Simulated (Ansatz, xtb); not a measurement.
## C4H8OSSi: 4 structures ranked

4 gas-phase structures of C4H8OSSi, from a drawn sample of its isomers (lower ones may exist). Each was relaxed with GFN2-xTB; where two conformers were screened, the lower at r2SCAN-D4/def2-SVP is listed:

A. `CC#C[Si@H](O)SC`, a singlet
B. `[SiH3]S[C@@H]1CC=CO1`, a singlet
C. `C=C1CCS[Si@@H]1O`, a singlet
D. `C=C1CC[Si@H](S)O1`, a singlet

**Question.** Make a reasoned guess at their ranking by r2SCAN-D4/def2-SVP single-point energy.

**Answer.** Calculated order at r2SCAN-D4/def2-SVP: C (0.0), D (2.9), A (25.4), B (48.0) kcal/mol.

Energies above the lowest of each column, in kcal/mol; the last columns are at B3LYP/def2-SVP geometries and were run for some of them only (a dash: not run or not comparable):

```
structure  GFN2-xTB  HF/STO-3G  r2SCAN-D4/def2-SVP  B3LYP/def2-SVP  CCSD(T)/def2-SVP + ΔMP2/def2-TZVPP
        C       5.0       10.1                 0.0             0.4                                 0.0
        D       0.0        0.0                 2.9             0.0                                 5.8
        A      28.1       39.5                25.4            20.2                                20.2
        B      23.1       25.5                48.0               –                                   –
```

CCSD(T)/def2-SVP + ΔMP2/def2-TZVPP puts C lowest of those it was run on; GFN2-xTB picks D, HF/STO-3G picks D, B3LYP/def2-SVP picks D. Flexible structures stand in one conformer each, not always the lowest. A keeps a small imaginary mode. Frequencies (GFN2-xTB) were run for A, C, D alone. The ΔMP2 step shifts differences by up to 6.1 kcal/mol, which makes them less sure. ΔMP2 is the change of the MP2 energy from the smaller to the larger basis.

Over these structures GFN2-xTB departs from r2SCAN-D4/def2-SVP by 9.9 kcal/mol on average once a common shift is removed. A GFN2-xTB relaxation took about 0.15 s and the r2SCAN-D4/def2-SVP energy about 2.3 s on a shared host (Ansatz 0.2.0, xtb 6.7.1).
